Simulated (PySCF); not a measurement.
An unknown is described by computed data only.

Formula: C6H10S.

* 1H NMR: chemical shifts (computed TMS as zero) by class: 5.53 (1 H), 4.96 (1 H), 2.25 (3 H), 1.47 (1 H), 0.80 (2 H), 0.27 (2 H) ppm [GIAO PBE0/pcSseg-1]
* Polarisability: 96.8 au [PBE0/def2-SVPD]
* NMR, other nuclei: isotropic shieldings of nuclei other than C and H, by class: 513 (1 S) ppm [GIAO PBE0/pcSseg-1]
* UV, strongest line: among the 6 lowest singlet transitions: S2 at 5.40 eV (230 nm, f = 0.361) [TDDFT PBE0/def2-SVPD]
* Rotational structure: rotational constants A, B, C: 7.459, 0.919, 0.879 GHz [GFN2-xTB]
* UV, first state: lowest singlet excitation: 5.06 eV (245 nm, f = 0.000) [TDDFT PBE0/def2-SVPD]
* 13C NMR: chemical shifts (computed TMS as zero) by class: 135.5 (1 C), 134.0 (1 C), 21.4 (1 C), 15.9 (1 C), 9.2 (2 C) ppm [GIAO PBE0/pcSseg-1]

Electronic properties: PySCF, gas phase, density fitting. Levels stand in brackets. Geometry: GFN2-xTB, one conformer, isolated molecule. NMR classes are plain means over equivalent atoms (diastereotopic ones count apart unless rotation or inversion swaps them), as if these changed places fast.

Question: Propose a structure and show how it fits.

Answer: Numbering: `[CH3:1][S:2]/[CH:3]=[CH:4]\[CH:5]1[CH2:6][CH2:7]1`. Its formula, C6H10S, gives 2 degrees of unsaturation: 1 ring and 1 π bond in the structure found. 6 carbons fall into 5 classes; from least to most shielded: alkene CH carbon [C4] (135.5 ppm), alkene CH carbon [C3] (134.0 ppm), S-methyl carbon [C1] (21.4 ppm), allylic carbon [C5] (15.9 ppm), three-membered-ring carbon [C6/C7] (9.2 ppm, 2 C). Hydrogen classes from least to most shielded: 1 H on an alkene CH carbon, C3 (5.53 ppm), 1 H on an alkene CH carbon, C4 (4.96 ppm), 3 H on an S-methyl carbon, C1 (2.25 ppm), 1 H on an allylic carbon, C5 (1.47 ppm), 2 H on 2 three-membered-ring carbons, C6/C7 (0.80 ppm), 2 H on 2 three-membered-ring carbons, C6/C7 (0.27 ppm). The other shieldings belong to: 513 ppm, sulfide sulfur [S2]. The optimised geometry has point group Cs and is an asymmetric top. Structure: `CS/C=C\C1CC1`. Computed isomers that give other values at the same levels: `C=C(C)CC(C)=S` (13C chemical shifts (computed TMS as zero) by class: 278.7 (1 C), 154.8 (1 C), 120.9 (1 C), 68.5 (1 C), 41.8 (1 C), 23.6 (1 C) ppm); `S[C@H]1[C@@H]2CC[C@H]1C2` (13C chemical shifts (computed TMS as zero) by class: 53.8 (1 C), 46.9 (2 C), 38.0 (1 C), 29.2 (2 C) ppm); `C=CC[C@@H]1CCS1` (rotational constant A: 5.119 GHz; this holds for the one conformer computed). The assignments are read from this structure; whether some other isomer fits the data as well wasn't checked.

Conformer computed: `[CH3:1][S:2]/[CH:3]=[CH:4]\[CH:5]1[CH2:6][CH2:7]1`: C1–S2–C3–C4 180°, C3–C4–C5–C6 -145°.
